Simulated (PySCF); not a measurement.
# Polarisability and C₆ of He (helium, neutral)

1s2, closed-shell 1S. All numbers are calculated (PySCF 2.14, no relativity, point nucleus, in aug-cc-pVTZ). Coupled (time-dependent) response in atomic units; α is the mean over directions.

| method | mean α (bohr³) | C₆ (like pair) | S(−4) |
| --- | --- | --- | --- |
| UHF | 1.316 | 1.377 | 1.294 |
| PBE | 1.538 | 1.710 | 1.822 |
| PBE0 | 1.466 | 1.600 | 1.644 |
| BLYP | 1.528 | 1.691 | 1.804 |
| LC-wPBE | 1.519 | 1.683 | 1.769 |

S(−4) is the Cauchy moment in α(ω) = α(0) + S(−4) ω² + …

Reference α: 1.384 bohr³ (recommended; Schwerdtfeger and Nagle, table of static dipole polarizabilities (2023 update)). Published C₆: 1.420 (Chu and Dalgarno (2004); Tang, Norbeck and Certain (1976)).

α(iu) at LC-wPBE:

```
u (hartree)  α(iu) (bohr³)
          0          1.519
     0.0500          1.515
      0.100          1.502
      0.200          1.452
      0.300          1.376
      0.500          1.182
      0.750         0.9342
       1.00         0.7296
       1.50         0.4611
       2.00         0.3119
       3.00         0.1672
       5.00        0.06939
```

A single London oscillator, α(iu) = α/(1 + u²/ω²), gives C₆ = (3/4) ω α². Matching the computed C₆ needs ω = 4 × 1.683 / (3 × 1.519²) = 0.973 hartree.
